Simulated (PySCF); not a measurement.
**Worked example: oscillator strength and radiative lifetime**

C₂H₉GeNO, SMILES [NH2][GeH2][O]CC.

The structure is a stationary point at PBE-D3(BJ)/def2-SVP. One conformer was computed; it need not be the lowest.

PySCF with TDA-M06-2X/def2-SVPD puts the first singlet state with f over 0.02 at 6.66 eV (vertical), with the transition dipole (-0.371, 0.310, -0.018) in atomic units.

Task: Find the oscillator strength, the wavelength and the radiative lifetime that this transition would have in vacuum if emission retraced absorption.

Result: 
|μ|² = 0.2341 au, so |μ| = 1.23 D. ΔE = 6.66/27.211 = 0.2448 hartree. f = (2/3) ΔE |μ|² = 0.038 (the program prints 0.038).
λ = 1239.84/6.66 = 186 nm; ν = 53716 cm⁻¹.
Einstein's coefficient A = 0.6670 ν² f s⁻¹ (ν in cm⁻¹) = 7.4e7 s⁻¹, so τ = 1/A = 14 ns. This state is S1. The figure is the radiative limit of this one transition; relaxation, internal conversion, crossing to triplets and a medium change what is measured.
